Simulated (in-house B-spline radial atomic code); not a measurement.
Au⁶⁺. Computed with a B-spline radial atomic code. Model: all-electron spherical atom, spin shells full or empty, radial basis limit, no spin-orbit coupling, Breit or QED, empty-state partial waves extrapolated as (l+1/2)^-4, RPA, G0W0 and static COHSEX of the highest shell as one setting changes (uncorrelated shells keep exact exchange).

Empty levels are discrete states of a finite basis, so the steps are uneven.

Without the two-electron picture change, core correlation of heavy ions comes too large.

Given: element Au; charge 6; filled core Xe; hamiltonian one-electron scalar X2C; mean-field start r2SCAN; highest l of empty states 9; nuclear rms radius 5.4371 fm; lowest nl shells left uncorrelated 0; highest mean-field shell 5d up; box radius 9.29 bohr.

Shell: 4f 7 7, 5d 5 0 (electrons up and down).

```json
{"highest empty level kept (hartree)": "16.33", "RPA correlation energy (hartree)": "-1.5742", "G0W0 level (eV)": "-96.528", "G0W0 minus most complete (meV)": "545.9", "COHSEX level (eV)": "-98.217", "linearised minus solved G0W0 (meV)": "-14.5"}
{"highest empty level kept (hartree)": "32.67", "RPA correlation energy (hartree)": "-2.2994", "G0W0 level (eV)": "-96.761", "G0W0 minus most complete (meV)": "312.9", "COHSEX level (eV)": "-98.846", "linearised minus solved G0W0 (meV)": "-15.5"}
{"highest empty level kept (hartree)": "57.17", "RPA correlation energy (hartree)": "?", "G0W0 level (eV)": "?", "G0W0 minus most complete (meV)": "?", "COHSEX level (eV)": "?", "linearised minus solved G0W0 (meV)": "?"}
{"highest empty level kept (hartree)": "98", "RPA correlation energy (hartree)": "-3.7045", "G0W0 level (eV)": "-96.951", "G0W0 minus most complete (meV)": "122.5", "COHSEX level (eV)": "-99.381", "linearised minus solved G0W0 (meV)": "-16.4"}
{"highest empty level kept (hartree)": "163.33", "RPA correlation energy (hartree)": "-4.3343", "G0W0 level (eV)": "-96.992", "G0W0 minus most complete (meV)": "82", "COHSEX level (eV)": "-99.512", "linearised minus solved G0W0 (meV)": "-16.6"}
{"highest empty level kept (hartree)": "294", "RPA correlation energy (hartree)": "-4.932", "G0W0 level (eV)": "-97.027", "G0W0 minus most complete (meV)": "46.9", "COHSEX level (eV)": "-99.619", "linearised minus solved G0W0 (meV)": "-16.8"}
{"highest empty level kept (hartree)": "490", "RPA correlation energy (hartree)": "-5.3274", "G0W0 level (eV)": "-97.048", "G0W0 minus most complete (meV)": "25.6", "COHSEX level (eV)": "-99.683", "linearised minus solved G0W0 (meV)": "-16.9"}
{"highest empty level kept (hartree)": "980", "RPA correlation energy (hartree)": "-5.818", "G0W0 level (eV)": "-97.063", "G0W0 minus most complete (meV)": "10.8", "COHSEX level (eV)": "-99.727", "linearised minus solved G0W0 (meV)": "-17"}
{"highest empty level kept (hartree)": "1960", "RPA correlation energy (hartree)": "?", "G0W0 level (eV)": "?", "G0W0 minus most complete (meV)": "?", "COHSEX level (eV)": "?", "linearised minus solved G0W0 (meV)": "?"}
{"highest empty level kept (hartree)": "4083.3", "RPA correlation energy (hartree)": "-6.3183", "G0W0 level (eV)": "-97.072", "G0W0 minus most complete (meV)": "1.2", "COHSEX level (eV)": "-99.756", "linearised minus solved G0W0 (meV)": "-17"}
{"highest empty level kept (hartree)": "9800", "RPA correlation energy (hartree)": "-6.4594", "G0W0 level (eV)": "-97.073", "G0W0 minus most complete (meV)": "0.1", "COHSEX level (eV)": "-99.759", "linearised minus solved G0W0 (meV)": "-17"}
{"highest empty level kept (hartree)": "32667", "RPA correlation energy (hartree)": "-6.5441", "G0W0 level (eV)": "-97.074", "G0W0 minus most complete (meV)": "0", "COHSEX level (eV)": "-99.759", "linearised minus solved G0W0 (meV)": "-17"}
```

Question: What follows for highest empty level kept = 57.17?

Answer: RPA correlation energy -2.9748 hartree; G0W0 level -96.867 eV; G0W0 minus most complete 206.4 meV; COHSEX level -99.142 eV; linearised minus solved G0W0 -16 meV.

Question: What follows for highest empty level kept = 1960?

Answer: RPA correlation energy -6.1046 hartree; G0W0 level -97.069 eV; G0W0 minus most complete 4.8 meV; COHSEX level -99.746 eV; linearised minus solved G0W0 -17 meV.
